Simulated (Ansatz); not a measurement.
A nudged elastic band was laid between two geometries of AlCl2H6NO2Ti (13 atoms, charge 0, multiplicity 1).

Method: RHF/def2-SVP in Ansatz 0.2.0.

* movable images: 7
* climbing image: yes
* spring: 5.0 eV/Å²
* optimiser: quadratic models (default)
* start path: through a guess of the saddle point
* force threshold: 0.05 eV/Å
* iteration limit: 60
* end points: relaxed

First end point:

```xyz
13
Properties=species:S:1:pos:R:3
Ti 0.190 -0.308 0.348
O -0.913 0.271 1.555
H -0.857 0.940 2.224
Cl 2.025 0.884 1.002
Cl -0.123 0.582 -1.676
N -1.080 -1.957 -0.137
H -1.929 -1.881 0.404
H -1.357 -1.938 -1.106
O 1.238 -1.922 0.738
Al 0.132 -3.388 0.374
H 0.671 -4.204 -0.870
H -0.304 -4.099 1.720
H 2.121 -1.862 1.078
```

Last end point:

```xyz
13
Properties=species:S:1:pos:R:3
Ti 0.077 -0.846 0.544
O 0.831 0.651 1.939
H 0.235 1.205 2.429
Cl 1.815 -0.153 -0.774
Cl -1.957 0.100 0.995
N -0.682 -2.158 -0.888
H -1.664 -2.030 -1.078
H -0.194 -2.128 -1.769
O 0.395 -2.206 1.413
Al -0.202 -3.642 0.344
H 1.013 -4.475 -0.225
H -1.498 -4.309 0.954
H 1.645 1.109 1.770
```

Which bonds break or form, and what moves?

Bonds broken: O9–H13. Bonds formed: O2–H13.

Give the energies along the band, and the barrier.

It converged. The highest image is number 5 of 0 to 8, 1.48 eV above the first end and 1.25 eV above the last; the last end lies 0.22 eV above the first. Beside the main top the profile has a ripple of under 15 meV (maxima at images 3, 5), which may be a very shallow well or noise. Neighbouring images differ by up to 1.3 eV, so the band resolves the path poorly. A vibrational analysis at the climbing image gives one clearly imaginary mode, 1801i cm⁻¹: a first-order saddle point. The orbitals stay closed-shell, which can raise the energy where a bond breaks towards radicals; this wasn't checked here.

```json
{"image": "0", "path coordinate (Å)": "0.00", "energy (eV)": "0.00", "O9–H13 (Å)": "0.95", "O2–H13 (Å)": "3.74"}
{"image": "1", "path coordinate (Å)": "1.41", "energy (eV)": "0.07", "O9–H13 (Å)": "0.95", "O2–H13 (Å)": "3.41"}
{"image": "2", "path coordinate (Å)": "2.82", "energy (eV)": "0.14", "O9–H13 (Å)": "0.95", "O2–H13 (Å)": "2.99"}
{"image": "3", "path coordinate (Å)": "4.23", "energy (eV)": "0.17", "O9–H13 (Å)": "0.95", "O2–H13 (Å)": "2.60"}
{"image": "4", "path coordinate (Å)": "5.64", "energy (eV)": "0.16", "O9–H13 (Å)": "0.95", "O2–H13 (Å)": "2.65"}
{"image": "5", "path coordinate (Å)": "7.05", "energy (eV)": "1.48", "O9–H13 (Å)": "1.20", "O2–H13 (Å)": "1.21"}
{"image": "6", "path coordinate (Å)": "8.11", "energy (eV)": "0.33", "O9–H13 (Å)": "2.20", "O2–H13 (Å)": "0.95"}
{"image": "7", "path coordinate (Å)": "9.18", "energy (eV)": "0.25", "O9–H13 (Å)": "2.95", "O2–H13 (Å)": "0.95"}
{"image": "8", "path coordinate (Å)": "10.25", "energy (eV)": "0.22", "O9–H13 (Å)": "3.56", "O2–H13 (Å)": "0.95"}
```

What is the geometry of the highest image?


```xyz
13
Properties=species:S:1:pos:R:3
Ti 0.131 -0.449 0.238
O 0.747 0.293 1.970
H 0.409 0.977 2.529
Cl 1.709 0.194 -1.169
Cl -1.792 0.678 0.180
N -0.561 -2.074 -0.853
H -1.541 -2.008 -1.084
H -0.063 -2.194 -1.723
O 0.481 -1.811 1.403
Al -0.095 -3.361 0.601
H 1.093 -4.302 0.149
H -1.415 -3.924 1.269
H 0.712 -0.900 2.145
```

The band took 25 iterations and of the order of 40 core-minutes.

Time of the run: 10 min on 4 threads of Arm Neoverse V1, with other jobs on the host, peak memory 0.56 GiB.
